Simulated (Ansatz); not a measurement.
`FB(F)O[SiH3]` + H₂Se → `FB(F)[SeH]` + `O[SiH3]` at 700 K and 1 bar (ligand exchange at a B–O bond).

Calculated with Ansatz (gas phase, PBE0-D4/def2-TZVP geometries, no zero-point term in ΔE). CCSD(T)/CBS is the MP2 limit (def2-TZVPP, def2-QZVPP) plus CCSD(T) − MP2 in def2-TZVPP, frozen cores. For Se outer-core shells are correlated without core-valence functions, which leaves a few kJ/mol of doubt a bond. Scalar relativity is left out up to krypton. Each species was taken in one conformer, which may not be the lowest.

```json
{"species": "`FB(F)O[SiH3]`", "CCSD(T)/CBS energy (Eh)": "-590.65048", "H − E (kJ/mol)": "171.8", "S (J/(mol·K))": "439.9"}
{"species": "H₂Se", "CCSD(T)/CBS energy (Eh)": "-2401.89790", "H − E (kJ/mol)": "61.1", "S (J/(mol·K))": "251.1"}
{"species": "`FB(F)[SeH]`", "CCSD(T)/CBS energy (Eh)": "-2625.82827", "H − E (kJ/mol)": "94.3", "S (J/(mol·K))": "369.3"}
{"species": "`O[SiH3]`", "CCSD(T)/CBS energy (Eh)": "-366.69042", "H − E (kJ/mol)": "144.6", "S (J/(mol·K))": "321.6"}
```

H − E and S are ideal-gas, rigid-rotor, harmonic terms from PBE0-D4/def2-TZVP, for one conformer and one mirror image of each species. 1 Eh = 2625.50 kJ/mol, R = 8.31446 J/(mol·K).

By hand: ΔE, ΔH, ΔS and ΔG.

ΔE = (-2625.82827) + (-366.69042) − (-590.65048) − (-2401.89790) = 0.02969 Eh = 78.0 kJ/mol. Δ(H − E) = 94.3 + 144.6 − 171.8 − 61.1 = 6.0, so ΔH = 84.0 kJ/mol. ΔS = 369.3 + 321.6 − 439.9 − 251.1 = -0.1 J/(mol·K). ΔG = 84.0 − 700 × (-0.1)/1000 = 84.1 kJ/mol.

By hand: the equilibrium constant, and the temperature at which ΔG would vanish if ΔH and ΔS stayed fixed.

log₁₀ K = −ΔG/(RT ln 10) = -6.3. ΔH and −TΔS have one sign here, so there is no such temperature.

The number of gas molecules stays the same, so ΔS is small and ΔH decides. A doubt of 5 kJ/mol in ΔE shifts log₁₀ K by 0.4 here. Other conformers and mirror images would add mixing entropy, several J/(mol·K) or more a flexible species. Modes under 60 cm⁻¹, often nearly free rotors, make the harmonic entropy too high. These are equilibria of isolated gas molecules and say nothing of rates. Largest T1 diagnostic: 0.012 (customary marks: 0.02 for closed shells, 0.045 for open ones).

ΔS is within the doubt of such terms, so its sign, and with it that verdict, could turn.
